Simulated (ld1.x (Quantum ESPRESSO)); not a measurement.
The numbers below are computed, except where a source is named.
## Pseudopotentials across the periodic table

Generated with ld1.x 7.5 (TM, RRKJ, ultrasoft, PAW), atompaw 4.2 or ONCVPSP 4.0.1. The cutoff is in Ry: for ld1.x and atompaw files where the sum of valence levels is converged to 10 mRy in a Bessel basis, for ONCV files where the hardest occupied wave has 1 mHa per electron of residual kinetic energy. The error is the largest all-electron minus pseudo excitation energy over each file’s own four to seven test configurations (ionisations up to +4, promotions, holes and added fractions of an electron), all of which were solved. The labels leave out finer settings (local radius, basis sizes, second energies), which also bear on the numbers. Spin-polarised tests are not counted. The rows are a selection from randomly drawn settings: files with unsolved tests, undetermined cutoffs or missed reference levels are left out.

A true bound ghost makes a file unfit for plane-wave use even where its test errors are small: the radial tests pick states by their node count and pass the ghost by.

| element | potential | cutoff (Ry) | largest error (meV) | bound ghosts |
| --- | --- | --- | --- | --- |
| Ni | TM semilocal, PBE, scalar-relativistic, rc 1.65/1.20/1.25/1.80 (spdf), local d, core correction yes, reference 3p6 3d8 4s2 4p0 | 160 | -47 | none |
| Se | ultrasoft, PBE, scalar-relativistic, rc 1.70/2.00/2.10 (spd), local smoothed, core correction yes, reference 4s2 4p3 | 15 | -46 | none |
| Se | ultrasoft, PBE, scalar-relativistic, rc 1.60/1.85/0.80 (spd), local smoothed, core correction no, reference 3d10 4s2 4p3.5 | 260 | -368 | none |
| Xe | TM, PBE, fully relativistic, rc 1.65/2.05/1.90 (spd), local smoothed, core correction yes, reference 5s2 5p6 | 35 | -93 | s |

Task: Fill in the row for Tc: TM, PBEsol, scalar-relativistic, rc 2.00/3.15/2.30 (spd), local s, core correction yes, reference 4d5 5s0 5p0.

Result: cutoff 35 Ry, largest error -935 meV, bound ghosts: none.
